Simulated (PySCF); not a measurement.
Order these species by their calculated properties.

All species are isolated and taken at one optimised geometry, non-relativistic unless stated; the electronic structure was computed with PySCF and density fitting.

The conformers computed, where there is a choice (atom-mapped SMILES and torsion angles):
- `[CH2:1]=[CH:2][CH2:3][C:4]1=[CH:5][O:6][C:7](=[O:8])[SiH2:9][CH2:10]1`: C1–C2–C3–C4 115°, C2–C3–C4–C5 106°
- `[CH3:1][C:2]#[C:3][P:4]([CH3:5])[SiH:6]([CH3:7])[CH3:8]`: C3–P4–Si6–C7 68°
- `[CH3:1][CH2:2][C@@:3]1([F:4])[CH2:5][O:6][S@:7](=[O:8])[O:9]1`: C1–C2–C3–F4 -62°
- `[CH3:1][CH2:2][CH2:3][C:4]#[C:5][Si@@H:6]([CH3:7])[PH2:8]`: C1–C2–C3–C4 65°, H–P8–Si6–C5 -45°, H–P8–Si6–C5 48°
- `[CH:1]#[C:2][SiH2:3][CH2:4][C:5](=[O:6])[CH2:7][CH2:8][SiH3:9]`: C2–Si3–C4–C5 177°, Si3–C4–C5–O6 80°, C4–C5–C7–C8 -165°, C5–C7–C8–Si9 -45°
- `[CH3:1][S:2][c:3]1[cH:4][cH:5][cH:6][cH:7][n+:8]1[CH3:9]`: C1–S2–C3–C4 0°
- `[CH3:1][S:2][c:3]1[cH:4][nH+:5][cH:6][cH:7][c:8]1[CH3:9]`: C1–S2–C3–C4 -1°
- `[CH2:1][CH2:2][C:3](=[O:4])[O:5][CH3:6]`: C1–C2–C3–O4 -89°, C2–C3–O5–C6 -175°

The conformers of `CCP1CCC=C1[SiH3]` and `O=S(=O)(Cl)C1CCCCC1` aren't listed.

Question: Rank by dipole moment, highest first (PBE0/pcSseg-1 at GFN2-xTB geometries).
A. `CCCC#C[Si@@H](C)P`
B. `CC[C@@]1(F)CO[S@](=O)O1`
C. `C=CCC1=COC(=O)[SiH2]C1`
D. `CC#CP(C)[SiH](C)C`

Answer: B (4.54 D), C (4.37 D), A (2.19 D), D (1.21 D).

Question: By how much do the two ends of that ranking differ?

Answer: By 3.33 D, between `CC[C@@]1(F)CO[S@](=O)O1` and `CC#CP(C)[SiH](C)C`.

Question: Rank by HOMO energy, lowest first (PBE0/pcSseg-1 at GFN2-xTB geometries).
A. `O=S(=O)(Cl)C1CCCCC1`
B. `CSc1cccc[n+]1C`
C. `CCP1CCC=C1[SiH3]`
D. `CSc1c[nH+]ccc1C`
E. `CCCC#C[Si@@H](C)P`
F. `C#C[SiH2]CC(=O)CC[SiH3]`

Answer: B (-11.23 eV), D (-10.78 eV), A (-8.88 eV), F (-7.47 eV), E (-7.06 eV), C (-6.29 eV).

Question: Rank by smallest rotational constant, highest first (GFN2-xTB).
A. `CC#CP(C)[SiH](C)C`
B. `[CH2]CC(=O)OC` [radical]
C. `CCCC#C[Si@@H](C)P`
D. `C#C[SiH2]CC(=O)CC[SiH3]`
E. `CC[C@@]1(F)CO[S@](=O)O1`
F. `CSc1cccc[n+]1C`

Answer: B (2.220 GHz), E (0.891 GHz), F (0.803 GHz), A (0.636 GHz), C (0.502 GHz), D (0.426 GHz).

Question: By how much do the two ends of that ranking differ?

Answer: By 1.794 GHz, between `[CH2]CC(=O)OC` [doublet state] and `C#C[SiH2]CC(=O)CC[SiH3]`.

Question: Rank by HOMO–LUMO gap, lowest first (PBE0/pcSseg-1 at GFN2-xTB geometries).
A. `CSc1c[nH+]ccc1C`
B. `O=[S@]1OC[C@@](F)(O1)CC`
C. `CCCC#C[Si@@H](C)P`
D. `CCP1CCC=C1[SiH3]`
E. `CSc1cccc[n+]1C`
F. `CC#CP(C)[SiH](C)C`

Answer: A (4.44 eV), E (4.98 eV), D (5.94 eV), F (6.43 eV), C (7.09 eV), B (7.54 eV).
